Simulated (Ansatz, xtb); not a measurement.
Relative energy of two isomers of ClF2GaH2Si

We compare a, `F[SiH2][Ga]([F])[Cl]`, a singlet, with b, `[F][Ga]([F])[SiH2]Cl`, a singlet. Both are isolated molecules in the gas phase, relaxed with r2SCAN-D4/def2-SVP; each stands in its lowest conformer found.

Which of the two would you expect CCSD(T)/def2-SVP + ΔMP2/def2-TZVPP electronic energies to favour?

Structure a; the calculation gives E(b) − E(a) = +14.1 kcal/mol.

How the difference moves with the method:

```csv
level,geometry,E(b) − E(a) (kcal/mol),departure from the last row (kcal/mol),"job, with rough time for the two"
r2SCAN-D4/def2-SVP,r2SCAN-D4/def2-SVP,+12.2,−1.9,"optimisation, 1.8 min"
HF/def2-SVP,r2SCAN-D4/def2-SVP,+14.5,+0.4,part of the CCSD(T) run
MP2/def2-SVP,r2SCAN-D4/def2-SVP,+11.9,−2.2,part of the CCSD(T) run
CCSD(T)/def2-SVP,r2SCAN-D4/def2-SVP,+12.2,−1.9,single point
CCSD(T)/def2-SVP + ΔMP2/def2-TZVPP,r2SCAN-D4/def2-SVP,+14.1,,"single point, 31 s"
```

As drawn, b has 1 F–Ga, 1 Cl–Si in place of 1 F–Si, 1 Cl–Ga.

The levels shown agree on the order. The largest departure from CCSD(T)/def2-SVP + ΔMP2/def2-TZVPP is that of MP2/def2-SVP, 2.2 kcal/mol. A small imaginary or near-zero mode remains, so no thermal terms are given. Levels run at GFN2-xTB geometries aren't shown. The last row adds to CCSD(T) the change of the MP2 difference between the two basis sets, here +1.9 kcal/mol.

The correlated steps freeze 21 core orbitals; the filled d shell of Ga is correlated, in a basis made for valence electrons. Programs: Ansatz 0.2.0; the last row on 2 threads of Intel(R) Xeon(R) Platinum 8259CL CPU @ 2.50GHz (Skylake/Cascade Lake) on a shared host.
